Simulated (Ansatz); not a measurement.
`[SiH3]Cl` + `OB(S)Cl` → `[SiH3]OB(S)Cl` + HCl  (ligand exchange at the Si–Cl bond)

Computed with Ansatz on PBE0-D4/def2-TZVP structures; ΔE is electronic, products minus reactants. CCSD(T)/CBS adds triple-zeta CCSD(T) − MP2 to the extrapolated MP2 energy (def2 sets, frozen cores). This one scheme is used for every species. Functionals use def2-TZVPP. One conformer a species, not always the lowest.

`[SiH3]Cl`:

Z-matrix (Å, degrees):
```
Si
Cl 1 2.054
H 1 1.481 2 108.5
H 1 1.481 2 108.5 3 -120.0
H 1 1.481 2 108.5 3 120.0
```

`OB(S)Cl`:

```xyz
6

O     0.468   -0.875    0.574
B     0.011    0.310    0.122
S    -0.864    0.446   -1.444
Cl    0.254    1.794    1.058
H     0.917   -0.810    1.422
H    -0.786   -0.864   -1.732
```

`[SiH3]OB(S)Cl`:

```xyz
9

Si    0.822    1.271   -0.660
O     0.050   -0.190   -0.756
B    -0.579   -1.052    0.054
S    -0.778   -0.702    1.822
Cl   -1.213   -2.546   -0.643
H     2.268    1.039   -0.881
H     0.266    2.136   -1.725
H     0.596    1.880    0.674
H    -1.431   -1.836    2.113
```

HCl:

```xyz
2

Cl   -0.058   -0.541   -0.335
H     0.058    0.541    0.335
```

```
             level  ΔE (kJ/mol)  difference from CCSD(T)/CBS
       LDA (SPW92)         15.1                          7.0
            PBE-D4         18.3                         10.2
         revPBE-D4         17.0                          8.9
              PBE0         20.5                         12.4
           r2SCANh         14.9                          6.8
           r2SCAN0         14.7                          6.6
RPA@PBE/def2-TZVPP          3.4                         -4.7
      MP2/def2-SVP         13.9                          5.8
     CCSD/def2-SVP         13.2                          5.1
   CCSD/def2-TZVPP          5.7                         -2.4
       CCSD(T)/CBS          8.1                            0
```

Largest T1 diagnostic among the species: 0.012.

At CCSD(T), def2-SVP lies +4.8 kJ/mol from the extrapolated value and def2-TZVPP −2.2 kJ/mol. From BLYP to BHLYP (50 % exact exchange), in def2-TZVPP and without D4, ΔE moves by −5.4 kJ/mol.
